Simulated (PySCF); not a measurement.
BH5OSn, SMILES [SnH3][O]B.

The structure is a stationary point at B3LYP-D3(BJ)/def2-SVP. The def2 effective core potentials stand for the cores of Sn; spin–orbit coupling is left out.

These are PySCF with TDDFT-LC-ωPBE/def2-SVPD values and carry that method's errors.

Vertical excitations. Gas-phase values at a fixed geometry. State labels are in the subgroup Cs.

```
state  symmetry  energy (eV)  λ (nm)      f                                                                    main pairs
-----  --------  -----------  ------  -----  ----------------------------------------------------------------------------
S1           A"         5.85     212  0.000                                            HOMO→LUMO+2 71 %, HOMO→LUMO+4 24 %
S2           A'         6.81     182  0.082                                              HOMO→LUMO 68 %, HOMO→LUMO+6 13 %
S3           A"         7.56     164  0.000                                                              HOMO−1→LUMO 79 %
S4           A'         7.89     157  0.001                                                              HOMO−2→LUMO 73 %
S5           A'         7.96     156  0.087                                                              HOMO→LUMO+1 73 %
S6           A"         8.44     147  0.010                                            HOMO→LUMO+4 62 %, HOMO→LUMO+2 23 %
S7           A'         8.65     143  0.000                                                              HOMO→LUMO+3 81 %
S8           A"         8.72     142  0.220                                                            HOMO−1→LUMO+1 69 %
S9           A'         8.80     141  0.081                                                              HOMO→LUMO+5 68 %
S10          A"         8.94     139  0.000  HOMO−1→LUMO+3 32 %, HOMO−2→LUMO+2 30 %, HOMO−2→LUMO+4 6 %, HOMO−1→LUMO+5 6 %
T1           A"         5.23     237      0                                            HOMO→LUMO+2 68 %, HOMO→LUMO+4 24 %
T2           A'         6.18     201      0                                              HOMO→LUMO 66 %, HOMO→LUMO+6 17 %
T3           A"         7.07     175      0                                                              HOMO−1→LUMO 77 %
T4           A"         7.16     173      0  HOMO−1→LUMO+1 46 %, HOMO−1→LUMO+6 15 %, HOMO−1→LUMO+5 9 %, HOMO−3→LUMO+1 8 %
```
Triplets are in the Tamm–Dancoff approximation, which puts them higher than full response would, so one can lie above its singlet here.
